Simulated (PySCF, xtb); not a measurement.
**GeH6OP+: where a starting geometry ends**

The starting geometry of this gas-phase singlet was built from a drawn formula by distance geometry and a force field; its bonds are those of `[OH2+][PH2+][GeH2-]`.

```xyz
9

Ge   -0.1106   -2.5694   -1.7939
O    -1.3918   -0.3025    0.0227
P    -0.2983   -1.5379    0.1721
H    -1.1053    0.2378   -0.7212
H    -2.2513   -0.6823   -0.3120
H    -0.7283   -2.4457    1.1099
H     0.9732   -1.0413    0.5020
H     0.8909   -3.7719   -1.6874
H     0.3581   -1.6079   -2.9127
```

Question: Where would you expect an optimisation with r2SCAN-D4/def2-SVP to take it?

Answer: It loosens into GeH4P + H2O, which stay close as a complex (formulas without charges). Contacts that open: O2–P3 (1.66 → 2.47 Å).

The energy falls by 3.46 eV over 63 steps:

```tsv
step	E − E(last) (eV)
1	3.460
8	0.959
15	0.395
22	0.047
29	0.006
35	0.002
42	0.001
49	0.001
56	0.000
63	0.000
```

Final geometry (Å):

```tsv
atom	x (Å)	y (Å)	z (Å)
Ge	0.6609	-2.8852	-1.5576
O	-2.2158	0.4706	0.0084
P	-0.6395	-1.2898	-0.7013
H	-2.2161	1.2971	-0.5001
H	-3.1528	0.2281	0.0770
H	-1.0495	-1.8639	0.5241
H	0.3048	-0.3113	-0.3139
H	0.1136	-4.3101	-1.6645
H	1.6813	-2.5102	-2.6344
```

From the same start GFN2-xTB ends elsewhere, differing in Ge1–O2 (2.24 against 4.69 Å here), Ge1–H8 (3.28 against 1.53 Å here), P3–H8 (1.38 against 3.26 Å here).

The end wasn't checked by frequencies. Run with PySCF 2.14.0, 9.7 min on 2 threads of Arm Neoverse V2, with other jobs on the host.
